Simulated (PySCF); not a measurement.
**Structure from NMR data**

Molecular formula: C₃H₂ClN₃O₂Si. Simulated spectra:

¹H NMR (300 MHz, computed): δ 5.66 (s, 2H).

¹³C{¹H} NMR (computed): δ 175.5 (C), 160.4 (C), 112.5 (C).

One averaged value for each set of equivalent atoms, non-relativistic, no solvent, a single conformation. Shieldings: GIAO PBE0/pcSseg-1; coordinates at the GFN2-xTB level; PySCF.

Referencing at the same level of theory: ¹H and ¹³C against TMS.

What is the structure?

Results:


Rings plus π bonds: 5 (1 ring in the answer). 3 carbon signals for 3 carbons: no two carbons are equivalent. Carbon types of the structure: 3 × C, leaving 2 H on heteroatoms. δC 175.5: aromatic carbon bearing oxygen; an ipso carbon deshielded by its heteroatom. δC 160.4: substituted aromatic carbon next to the ring oxygen. δC 112.5: nitrile carbon; typical of a nitrile. δH 5.66: hydrogen on a silicon bonded to Cl, O.

The compound is `n1c(O[SiH2]Cl)nc(C#N)o1`.

The shifts were computed for this structure.

Shifts are as computed. Against solution values, carbons near 30 ppm lie about +3 ppm off and those near 130 ppm about +5 ppm (rms about the fit 2.1 ppm; single classes can miss by 10 ppm). Of 1328 compounds with measured shifts, 309 miss one by over three times the rms of a fit or turn the order of signals round; such compounds aren't used in these exercises. Signals without a measured value on file couldn't be tested in this way; 1H shifts scatter by 0.2 ppm about their fit, and single ones miss by 0.5 ppm.
